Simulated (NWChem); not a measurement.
Molecule: ZnHI; SMILES [ZnH][I]

```xyz
3

Zn     0.0000     0.0000    -1.4951
H      0.0000     0.0000    -3.0313
I      0.0000     0.0000     0.9431
```
Atoms are numbered in this order, from 1.

Results from NWChem. All runs use the structure optimised with PBE0/def2-SVP. def2 effective core potentials on I; no spin-orbit coupling. Vertical excitations in the gas phase; the lowest state need not have the same character in each row.

```csv
level,"lowest excitation, singlet (eV)","lowest state with f > 0.02, singlet (eV)",orbital gap (eV)
"PBE/def2-SVPD, full TDDFT",5.10,5.11,4.96
"B3LYP/def2-SVPD, full TDDFT",?,?,?
"Hartree-Fock/def2-SVPD, TDHF",6.56,6.56,11.50
"LRC-wPBEh/def2-SVPD, full TDDFT",5.80,5.80,10.18
```

Question: What belongs in the gaps?

Answer: 
- B3LYP/def2-SVPD, full TDDFT, lowest excitation, singlet (eV): 5.34
- B3LYP/def2-SVPD, full TDDFT, lowest state with f > 0.02, singlet (eV): 5.34
- B3LYP/def2-SVPD, full TDDFT, orbital gap (eV): 6.32
